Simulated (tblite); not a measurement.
Compound: C4H14BN.
SMILES with atom numbers: `[BH3-:1][N@H+:2]([CH3:3])[CH:4]([CH3:5])[CH3:6]` (hydrogens: H7, H8, H9 on B1; H10 on N2; H11, H12, H13 on C3; H14 on C4; H15, H16, H17 on C5; H18, H19, H20 on C6)

Computed with GFN2-xTB (tblite), gas phase: L-BFGS steps from a force-field or distance-geometry start until the largest atomic force falls under 0.01 eV/Å.

Geometry at step 1:
```
atom  x, y, z in Å
B1      1.6841   -1.1181   -0.4702
N2      0.7639    0.1825   -0.2917
C3      1.0863    0.8344    0.9961
C4     -0.6882   -0.1248   -0.4911
C5     -1.3272   -0.8843    0.6975
C6     -1.4894    1.1565   -0.7898
H7      1.3924   -1.6585   -1.4880
H8      2.8211   -0.7736   -0.5160
H9      1.5279   -1.8525    0.4512
H10     1.0665    0.8125   -1.0426
H11     2.1403    1.1512    1.0062
H12     0.4725    1.7343    1.1289
H13     0.9187    0.1598    1.8533
H14    -0.7887   -0.7667   -1.3848
H15    -0.7686   -1.7988    0.9268
H16    -1.3865   -0.2586    1.6006
H17    -2.3507   -1.1804    0.4225
H18    -2.5106    0.8784   -1.0885
H19    -1.5480    1.8086    0.0927
H20    -1.0209    1.7088   -1.6164
```

Problem. What forces act on the atoms?

Solution. 
| atom | Fx (eV/Å) | Fy (eV/Å) | Fz (eV/Å) |
| --- | --- | --- | --- |
| B1 | 0.467 | -0.644 | -0.099 |
| N2 | -0.397 | 0.043 | 0.478 |
| C3 | -0.196 | 0.217 | -0.074 |
| C4 | -0.271 | 0.159 | 0.281 |
| C5 | 0.086 | 0.110 | -0.155 |
| C6 | 0.033 | -0.041 | 0.047 |
| H7 | -0.184 | 0.043 | -0.203 |
| H8 | 0.128 | 0.283 | 0.015 |
| H9 | -0.150 | -0.003 | 0.161 |
| H10 | -0.244 | -0.267 | 0.266 |
| H11 | -0.370 | -0.317 | -0.112 |
| H12 | 0.044 | -0.092 | 0.062 |
| H13 | 0.111 | 0.174 | -0.619 |
| H14 | 0.401 | 0.122 | 0.333 |
| H15 | -0.059 | 0.368 | -0.119 |
| H16 | 0.048 | -0.212 | -0.386 |
| H17 | 0.396 | 0.162 | 0.066 |
| H18 | 0.393 | 0.193 | 0.130 |
| H19 | -0.025 | -0.185 | -0.322 |
| H20 | -0.213 | -0.112 | 0.252 |

The largest, 0.80 eV/Å, acts on B1; the rms over all components is 0.250 eV/Å. The forces sum to zero within rounding, as they must for an isolated molecule in no field.

Problem. Give the force on B1 in Eh/bohr and in nN.

Solution. 0.802 eV/Å ÷ 51.422 = 0.01559 Eh/bohr, and 0.802 eV/Å × 1.602 = 1.28 nN.

Problem. How far is this geometry from the end of the optimisation?

Solution. 0.129 eV above it, and 0.055 Å rms away after alignment. The bonds farthest from their final lengths, with half the difference of the two atoms' forces along the bond (positive lengthens):

```
  bond  now (Å)  final (Å)  force along bond (eV/Å)
 B1–N2    1.603      1.650                    +0.56
 C4–C5    1.549      1.523                    -0.23
 N2–C4    1.498      1.476                    -0.06
 N2–C3    1.479      1.459                    -0.18
C3–H13    1.104      1.087                    -0.22
C5–H17    1.100      1.087                    -0.18
```

The angle farthest from its final value is N2–B1–H8, 108.6° against 105.2°.

Of the 6 listed bonds off by 0.010 Å or more, this force points towards the final length in 6.

The cost below is that of the whole relaxation. On an Arm Neoverse N1 with one thread, shared host with 64 logical CPUs at a one-minute load of 60, this took 0.4 s.
